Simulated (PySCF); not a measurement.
Identify the unknown among the candidates.

All candidates are C4H11O2P.

| technique | computed result |
| --- | --- |
| Rotational structure | rotational constants A, B, C: 3.277, 1.494, 1.464 GHz [GFN2-xTB] |
| NMR, other nuclei | isotropic shieldings of nuclei other than C and H, by class: 167 (1 O), 217 (1 O), 274 (1 P) ppm [GIAO PBE0/pcSseg-1] |
| Polarisability | 77.3 au [CAM-B3LYP/def2-SVPD] |
| UV, strongest line | among the 8 lowest singlet transitions: S3 at 7.86 eV (158 nm, f = 0.064) [TDDFT CAM-B3LYP/def2-SVPD] |
| 13C NMR | chemical shifts (computed TMS as zero) by class: 39.6 (1 C), 20.5 (1 C), 17.9 (1 C), 16.4 (1 C) ppm [GIAO PBE0/pcSseg-1] |
| Dipole | 2.95 D [CAM-B3LYP/def2-SVPD] |

Electronic properties: PySCF, gas phase, density fitting. Levels stand in brackets. One conformer (not necessarily the lowest) at the GFN2-xTB geometry, without solvent, vibrations or thermal averaging. NMR values are class means; diastereotopic atoms form classes of their own.

Task: Which candidate is it?
A. `CCC[P@@](C)(=O)O`
B. `CCP(=O)(O)CC`
C. `CCC[P@@H](=O)CO`
D. `C[P@@H](=O)CCCO`

Result: A. It is `CCC[P@@](C)(=O)O`. Numbering: `[CH3:1][CH2:2][CH2:3][P@@:4]([CH3:5])(=[O:6])[OH:7]`. 4 carbons fall into 4 classes; from least to most shielded: sp3 carbon bound to phosphorus [C3] (39.6 ppm), chain CH2 carbon [C2] (20.5 ppm), sp3 carbon bound to phosphorus [C5] (17.9 ppm), methyl carbon [C1] (16.4 ppm). The other shieldings belong to: 167 ppm, phosphoryl oxygen [O6]; 217 ppm, hydroxyl oxygen [O7]; 274 ppm, phosphoryl phosphorus [P4]. The optimised geometry has point group C1 and is an asymmetric top.

The others, at the same levels:
- `CCP(=O)(O)CC` fails: it has 2 carbon classes against 4; its computed 13C shifts are 26.9 (2 C), 8.4 (2 C) ppm and rotational constant A is 2.298 GHz (against 3.277 GHz).
- `C[P@@H](=O)CCCO` fails: its computed 13C shifts are 64.8 (1 C), 29.7 (1 C), 29.5 (1 C), 18.4 (1 C) ppm, rotational constant A is 3.758 GHz (against 3.277 GHz) and smallest rotational constant is 1.195 GHz (against 1.464 GHz).
- `CCC[P@@H](=O)CO` fails: its computed 13C shifts are 64.7 (1 C), 30.8 (1 C), 18.3 (1 C), 16.5 (1 C) ppm, rotational constant A is 4.262 GHz (against 3.277 GHz) and smallest rotational constant is 1.145 GHz (against 1.464 GHz).

Each candidate is one conformer, not necessarily the lowest. The conformers computed, where there is a choice (atom-mapped SMILES and torsion angles):
- `[CH3:1][CH2:2][CH2:3][P@@:4]([CH3:5])(=[O:6])[OH:7]`: C1–C2–C3–P4 -60°, C2–C3–P4–C5 -51°, H–O7–P4–C3 -128°
- `[CH3:1][CH2:2][P:3](=[O:4])([OH:5])[CH2:6][CH3:7]`: C1–C2–P3–O4 65°, C2–P3–C6–C7 -54°, H–O5–P3–C2 -126°
- `[CH3:1][P@@H:2](=[O:3])[CH2:4][CH2:5][CH2:6][OH:7]`: C1–P2–C4–C5 -170°, P2–C4–C5–C6 -57°, C4–C5–C6–O7 -52°, H–O7–C6–C5 -63°
- `[CH3:1][CH2:2][CH2:3][P@@H:4](=[O:5])[CH2:6][OH:7]`: C1–C2–C3–P4 63°, C2–C3–P4–O5 44°, C3–P4–C6–O7 -71°, H–O7–C6–P4 -50°
